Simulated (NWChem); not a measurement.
System: CH$_{4}$O$_{2}$Te; SMILES O[Te]OC

Here is an NWChem input.

```
start job
memory heap 200 mb stack 900 mb global 1100 mb
geometry units angstroms noautoz
  Te     0.280190    -0.453732     0.041341
  O     -1.665367    -0.858171    -0.035996
  H     -1.953251    -1.063899     0.863391
  O      0.177927     1.442600     0.618938
  C     -0.216219     2.401152    -0.334199
  H     -1.260670     2.255239    -0.661137
  H     -0.140968     3.387800     0.151074
  H      0.430406     2.403374    -1.230729
end
basis spherical
  Te library def2-svp
  O library def2-svp
  H library def2-svp
  C library def2-svp
end
ecp
  Te library def2-ecp
end
dft
  xc b3lyp
  iterations 150
  vectors input atomic output neutral.movecs
end
task dft energy
charge 1
dft
  odft
  mult 2
  vectors input atomic output cation.movecs
end
task dft energy
```

Excerpt of the output:

```
             Northwest Computational Chemistry Package (NWChem) 7.3.0
             --------------------------------------------------------

 C1  symmetry detected

                             Geometry "geometry" -> ""
                             -------------------------

 Output coordinates in angstroms (scale by  1.889725989 to convert to a.u.)

  No.       Tag          Charge          X              Y              Z
 ---- ---------------- ---------- -------------- -------------- --------------
    1 Te                  52.0000     0.31961490    -0.47164202    -0.03394039
    2 O                    8.0000    -1.60746356    -0.96064186     0.01068809
    3 H                    1.0000    -1.82676156    -1.18631920     0.92451319
    4 O                    8.0000     0.17317635     1.41347865     0.57023415
    5 C                    6.0000    -0.32361498     2.36166077    -0.34452931
    6 H                    1.0000    -1.37988695     2.17265707    -0.60457563
    7 H                    1.0000    -0.25966980     3.34658994     0.14583017
    8 H                    1.0000     0.26233104     2.39979821    -1.28106958

 Effective nuclear repulsion energy (a.u.)     375.9332084685

                                 NWChem DFT Module
                                 -----------------

 Summary of "ao basis" -> "ao basis" (spherical)
 ------------------------------------------------------------------------------
       Tag                 Description            Shells   Functions and Types
 ---------------- ------------------------------  ------  ---------------------
 Te                         def2-svp                10       26   4s4p2d
 O                          def2-svp                 6       14   3s2p1d
 H                          def2-svp                 3        5   2s1p
 C                          def2-svp                 6       14   3s2p1d

            General Information
            -------------------
          SCF calculation type: DFT
          Wavefunction type:  closed shell.
          No. of atoms     :     8
          No. of electrons :    50
           Alpha electrons :    25
            Beta electrons :    25
          Charge           :     0
          Spin multiplicity:     1
          Use of symmetry is: off; symmetry adaption is: off
          Maximum number of iterations: 150
          AO basis - number of functions:    88
                     number of shells:    40
          Convergence on energy requested:  1.00D-06
          Convergence on density requested:  1.00D-05
          Convergence on gradient requested:  5.00D-04

              XC Information
              --------------
                         B3LYP Method XC Potential
                     Hartree-Fock (Exact) Exchange  0.200
                        Slater Exchange Functional  0.800 local
                    Becke 1988 Exchange Functional  0.720 non-local
              Lee-Yang-Parr Correlation Functional  0.810
                  VWN I RPA Correlation Functional  0.190 local

             Grid Information
             ----------------
          Grid used for XC integration:  medium
          Radial quadrature: Mura-Knowles
          Angular quadrature: Lebedev.
          Tag              B.-S. Rad. Rad. Pts. Rad. Cut. Ang. Pts.
          ---              ---------- --------- --------- ---------
          Te                  1.40      123          11.0       590
          O                   0.60       49          11.0       434
          H                   0.35       45          12.0       434
          C                   0.70       49          11.0       434
          Grid pruning is: on
          Number of quadrature shells:   450
          Spatial weights used:  Erf1

      Superposition of Atomic Density Guess
      -------------------------------------

 Sum of atomic energies:        -500.22795271

      Non-variational initial energy
      ------------------------------

 Total energy =    -457.046243
 1-e energy   =   -1137.383846
 2-e energy   =     473.385573
 HOMO         =      -0.210598
 LUMO         =      -0.048528

   convergence    iter        energy       DeltaE   RMS-Dens  Diis-err
 ---------------- ----- ----------------- --------- --------- ---------
 d= 0,ls=0.0,diis     1   -458.7963995756 -6.66D+02  1.74D-02  6.45D-01
 d= 0,ls=0.0,diis     2   -458.6976949448  9.87D-02  9.83D-03  1.64D+00
 d= 0,ls=0.0,diis     3   -458.8705041755 -1.73D-01  2.00D-03  6.29D-02
 d= 0,ls=0.0,diis     4   -458.8762439613 -5.74D-03  7.86D-04  6.97D-03
 d= 0,ls=0.0,diis     5   -458.8767278321 -4.84D-04  3.90D-04  2.56D-03
  Resetting Diis
 d= 0,ls=0.0,diis     6   -458.8769677702 -2.40D-04  1.06D-04  1.56D-04
 d= 0,ls=0.0,diis     7   -458.8769860974 -1.83D-05  4.53D-05  5.41D-06
 d= 0,ls=0.0,diis     8   -458.8769856004  4.97D-07  2.74D-05  9.25D-06
 d= 0,ls=0.0,diis     9   -458.8769867204 -1.12D-06  6.07D-06  8.18D-07
 d= 0,ls=0.0,diis    10   -458.8769868027 -8.23D-08  9.45D-07  9.91D-09

         Total DFT energy =     -458.876986802699
      One electron energy =    -1140.093007383050
           Coulomb energy =      519.238461122827
    Exchange-Corr. energy =      -44.974470923354
 Nuclear repulsion energy =      206.952030380878

 Numeric. integr. density =       49.999990416545

                       DFT Final Molecular Orbital Analysis
                       ------------------------------------

[...]
```

Level: B3LYP/def2-SVP with def2 effective core potentials on Te, vertical spin-unrestricted ions. Geometry: optimised at PBE0/def2-SVP. B3LYP is NWChem's, with the RPA form of VWN correlation. def2 effective core potentials on Te; no spin-orbit coupling.
